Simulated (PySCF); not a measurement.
## P²⁺: ionisation energy

P²⁺ [Ne] 3s2 3p1 [3p1/2^1, M_J = 1/2] → P³⁺ [Ne] 3s2, as a difference of total energies. Computed with PySCF 2.14 in x2c-QZVPPall-2c, with the two-component X2C-1e Hamiltonian. Correlated levels: [Ne] frozen; the 4 highest virtual spinors dropped. "Screened" scales the spin-orbit matrix elements by Boettger's factors to mimic the two-electron term; Breit and QED terms are absent.

```
                    method  ionisation energy (eV)  error (eV)
           GHF (spin-free)                  29.634      -0.569
          GMP2 (spin-free)                  29.903      -0.300
 GHF (screened spin-orbit)                  29.679      -0.524
GMP2 (screened spin-orbit)                  29.948      -0.255
```

Reference: 30.203 eV (measured; NIST Atomic Spectra Database, ionization energies).

Errors of the correlated levels include the incompleteness of this basis and the frozen core.
